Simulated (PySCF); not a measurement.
**Zn+ (zinc, charge +1) across methods**

[Ar] 3d9 4s2, 2D determinant (an excited configuration). Computed with PySCF 2.14 in aug-cc-pVDZ-DK, with scalar relativity by spin-free X2C-1e. The B2PLYP total includes its PT2 part (frozen core); its orbital energies are those of the SCF part.

```json
{"method": "UHF", "E (hartree)": "-1793.72755", "mean ε 3d β (eV)": "-37.690", "mean ε 4s α (eV)": "-18.668", "mean ε 4s β (eV)": "-18.417", "Σ⟨r²⟩ (bohr²)": "25.92", "⟨S²⟩": "0.751"}
{"method": "HSE06", "E (hartree)": "-1795.047", "mean ε 3d β (eV)": "-28.648", "mean ε 4s α (eV)": "-16.624", "mean ε 4s β (eV)": "-16.408", "Σ⟨r²⟩ (bohr²)": "25.49", "⟨S²⟩": "0.751"}
{"method": "PBE", "E (hartree)": "-1795.028", "mean ε 3d β (eV)": "-25.904", "mean ε 4s α (eV)": "-16.058", "mean ε 4s β (eV)": "-15.845", "Σ⟨r²⟩ (bohr²)": "25.52", "⟨S²⟩": "0.750"}
{"method": "TPSSh", "E (hartree)": "-1795.266", "mean ε 3d β (eV)": "-27.214", "mean ε 4s α (eV)": "-16.375", "mean ε 4s β (eV)": "-16.152", "Σ⟨r²⟩ (bohr²)": "25.52", "⟨S²⟩": "0.751"}
{"method": "PBE0", "E (hartree)": "-1795.038", "mean ε 3d β (eV)": "-29.080", "mean ε 4s α (eV)": "-16.919", "mean ε 4s β (eV)": "-16.703", "Σ⟨r²⟩ (bohr²)": "25.52", "⟨S²⟩": "0.751"}
{"method": "r2SCAN", "E (hartree)": "-1795.252", "mean ε 3d β (eV)": "-26.494", "mean ε 4s α (eV)": "-16.311", "mean ε 4s β (eV)": "-16.092", "Σ⟨r²⟩ (bohr²)": "25.45", "⟨S²⟩": "0.751"}
{"method": "LDA", "E (hartree)": "-1792.256", "mean ε 3d β (eV)": "-26.139", "mean ε 4s α (eV)": "-16.374", "mean ε 4s β (eV)": "-16.169", "Σ⟨r²⟩ (bohr²)": "25.42", "⟨S²⟩": "0.750"}
{"method": "BHandHLYP", "E (hartree)": "-1795.258", "mean ε 3d β (eV)": "-32.192", "mean ε 4s α (eV)": "-17.768", "mean ε 4s β (eV)": "-17.578", "Σ⟨r²⟩ (bohr²)": "25.58", "⟨S²⟩": "0.751"}
{"method": "B2PLYP", "E (hartree)": "-1794.986", "mean ε 3d β (eV)": "-32.281", "mean ε 4s α (eV)": "-17.661", "mean ε 4s β (eV)": "-17.455", "Σ⟨r²⟩ (bohr²)": "25.65", "⟨S²⟩": "0.751"}
```
